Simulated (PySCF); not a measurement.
Structure with atom numbers: `[Cl:1][SiH2:2][CH:3]1[CH2:4][CH2:5][CH2:6]1` (H(Xn): hydrogen on atom n). Ha(C4), Ha(C5), Ha(C6) are cis to Si2 on the ring; Hb(C4), Hb(C5), Hb(C6) are trans to Si2 on the ring.

- shielding tensors at PBE0/pcSseg-1 (GIAO)
- geometry from GFN2-xTB
- program: PySCF 2.14.0 with density-fitted response routines
- one computed conformer, rapidly exchanging positions averaged, in vacuum, relativity neglected

**Question.** Predict the 2D correlation tables (HSQC, COSY, HMBC).

**Answer.** 

HSQC (one-bond C–H):
```
                  δH            δC
        2.38 (H(C3))     22.3 (C3)
       2.34 (Hb(C5))     21.4 (C5)
2.21 (Hb(C4)/Hb(C6))  23.1 (C4/C6)
       2.07 (Ha(C5))     21.4 (C5)
2.01 (Ha(C4)/Ha(C6))  23.1 (C4/C6)
```

COSY cross peaks (H two or three bonds apart, from the bond graph; peaks can be absent where the dihedral angle is near 90°):
```
                  δH                    δH
       4.96 (H(Si2))          2.38 (H(C3))
        2.38 (H(C3))  2.21 (Hb(C4)/Hb(C6))
        2.38 (H(C3))  2.01 (Ha(C4)/Ha(C6))
       2.34 (Hb(C5))  2.21 (Hb(C4)/Hb(C6))
       2.34 (Hb(C5))         2.07 (Ha(C5))
       2.34 (Hb(C5))  2.01 (Ha(C4)/Ha(C6))
2.21 (Hb(C4)/Hb(C6))         2.07 (Ha(C5))
2.21 (Hb(C4)/Hb(C6))  2.01 (Ha(C4)/Ha(C6))
       2.07 (Ha(C5))  2.01 (Ha(C4)/Ha(C6))
```

HMBC (two and three bonds, from the bond graph):
```
                  δH                                  δC
       4.96 (H(Si2))             23.1 (C4/C6), 22.3 (C3)
        2.38 (H(C3))             23.1 (C4/C6), 21.4 (C5)
       2.34 (Hb(C5))             23.1 (C4/C6), 22.3 (C3)
2.21 (Hb(C4)/Hb(C6))  23.1 (C4/C6), 22.3 (C3), 21.4 (C5)
       2.07 (Ha(C5))             23.1 (C4/C6), 22.3 (C3)
2.01 (Ha(C4)/Ha(C6))  23.1 (C4/C6), 22.3 (C3), 21.4 (C5)
```

Referencing at the same level of theory: ¹H (31.72 ppm), ¹³C (186.93 ppm) against TMS.

Shifts are as computed. Against solution values, carbons near 30 ppm lie about +3 ppm off and those near 130 ppm about +5 ppm. Of 1211 compounds with measured shifts, 218 miss one by over three times the rms of a fit or turn the order of signals round; such compounds aren't used in these exercises.
